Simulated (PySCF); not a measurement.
A side-by-side comparison of computed properties.

First species: C6H12F2.
Z-matrix (Å and degrees, PBE0-D3(BJ)/def2-SVP geometry), rows numbered from 1:
```
C 
C   1  1.5199
C   2  1.5312  1  114.99
C   3  1.5254  2  112.34  1    60.27
C   3  1.5280  2  109.51  1  -174.51
C   5  1.5051  3  114.91  2   170.46
F   6  1.3566  5  110.14  3   -58.91
F   6  1.3538  5  109.76  3  -177.09
H   1  1.1003  2  111.05  3   175.72
H   1  1.1005  2  112.29  3   -64.33
H   1  1.1022  2  111.07  3    56.13
H   2  1.1058  1  109.84  3   123.16
H   2  1.1037  1  108.96  3  -121.53
H   3  1.1056  2  107.54  1   -58.72
H   4  1.1033  3  110.86  2    61.14
H   4  1.1004  3  112.18  2  -178.34
H   4  1.0993  3  111.50  2   -58.79
H   5  1.1028  3  110.03  2    50.73
H   5  1.1033  3  110.57  2   -67.07
H   6  1.1041  5  114.04  3    62.04
```

Second species: C5H10Se.
Z-matrix (Å and degrees, PBE0-D3(BJ)/def2-SVP geometry), rows numbered from 1:
```
Se
C   1  1.9573
C   2  1.5127  1  114.27
C   3  1.5462  2  116.03  1    67.07
C   4  1.5437  3   90.19  2   114.39
C   5  1.5430  4   90.04  3     2.92
H   1  1.4717  2   94.70  3    63.13
H   2  1.1025  1  103.86  3   120.76
H   2  1.1003  1  108.74  3  -125.34
H   3  1.1021  2  109.14  1   -62.56
H   4  1.0991  3  114.20  2  -128.32
H   4  1.1009  3  114.02  2    -4.23
H   5  1.0997  4  115.11  3   120.68
H   5  1.0999  4  114.34  3  -113.98
H   6  1.0997  3  113.97  2   127.22
H   6  1.1014  3  114.54  2     2.50
```

Levels: CAM-B3LYP/def2-SVPD for dipole moment, HOMO energy, LUMO energy, HOMO–LUMO gap, static isotropic polarisability and electronic spatial extent ⟨r²⟩ about the centre of nuclear charge; TDDFT CAM-B3LYP/def2-SVPD for lowest singlet excitation; TDA CAM-B3LYP/def2-SVPD for lowest triplet excitation (Tamm–Dancoff); ΔSCF CAM-B3LYP/def2-SVPD for vertical ionisation energy; PBE0-D3(BJ)/def2-SVP for rotational constant A and rotational constant C. Geometries: PBE0-D3(BJ)/def2-SVP. Each structure is a single optimised conformer of the isolated species, non-relativistic unless stated; the electronic structure was computed with PySCF and density fitting.

Dipoles, sizes and rotational constants follow the conformer. The torsions of the flexible species, by atom-mapped SMILES:
- `[CH3:1][CH2:2][C@@H:3]([CH3:4])[CH2:5][CH:6]([F:7])[F:8]`: C1–C2–C3–C4 60°, C2–C3–C5–C6 170°, C3–C5–C6–F7 -59°
- `[SeH:1][CH2:2][CH:3]1[CH2:4][CH2:5][CH2:6]1`: Se1–C2–C3–C4 67°, H–Se1–C2–C3 63°

Values for the first species:

```
Dipole moment                                                     : 2.48 D
HOMO energy                                                       : -10.48 eV
LUMO energy                                                       : 1.24 eV
HOMO–LUMO gap                                                     : 11.72 eV
Lowest singlet excitation                                         : 8.90 eV
Lowest triplet excitation (Tamm–Dancoff)                          : 8.68 eV
Static isotropic polarisability                                   : 75.8 au
Vertical ionisation energy                                        : 11.23 eV
Electronic spatial extent ⟨r²⟩ about the centre of nuclear charge : 1387 bohr²
Rotational constant A                                             : 4.099 GHz
Rotational constant C                                             : 0.872 GHz
```

**Question.** Estimate the same properties for the second species, and the change in each.

**Answer.** 
```json
{"property": "dipole moment", "first": "2.48 D", "second": "1.60 D", "second less first": "-0.88 D"}
{"property": "HOMO energy", "first": "-10.48 eV", "second": "-7.76 eV", "second less first": "+2.72 eV"}
{"property": "LUMO energy", "first": "1.24 eV", "second": "0.81 eV", "second less first": "-0.43 eV"}
{"property": "HOMO–LUMO gap", "first": "11.72 eV", "second": "8.57 eV", "second less first": "-3.15 eV"}
{"property": "lowest singlet excitation", "first": "8.90 eV", "second": "4.86 eV", "second less first": "-4.04 eV"}
{"property": "lowest triplet excitation (Tamm–Dancoff)", "first": "8.68 eV", "second": "4.43 eV", "second less first": "-4.25 eV"}
{"property": "static isotropic polarisability", "first": "75.8 au", "second": "86.6 au", "second less first": "+10.8 au"}
{"property": "vertical ionisation energy", "first": "11.23 eV", "second": "8.75 eV", "second less first": "-2.48 eV"}
{"property": "electronic spatial extent ⟨r²⟩ about the centre of nuclear charge", "first": "1387 bohr²", "second": "1229 bohr²", "second less first": "-158 bohr²"}
{"property": "rotational constant A", "first": "4.099 GHz", "second": "7.098 GHz", "second less first": "+2.999 GHz"}
{"property": "rotational constant C", "first": "0.872 GHz", "second": "0.898 GHz", "second less first": "+0.026 GHz"}
```

On the first: In wavenumbers S1 is 71800 cm⁻¹ (1 eV = 8065.54 cm⁻¹). No computed singlet falls in the visible range (750 to 380 nm, 1.65 to 3.26 eV); S1 lies 5.64 eV above its blue end.

On the second: The principal polarisabilities are 74.6, 80.5 and 104.7 au; their mean is the isotropic value. In atomic units the dipole is 0.63 e·bohr (1 au = 2.5417 D). The calculation is non-relativistic and has no spin–orbit coupling, an omission that weighs most on selenium.
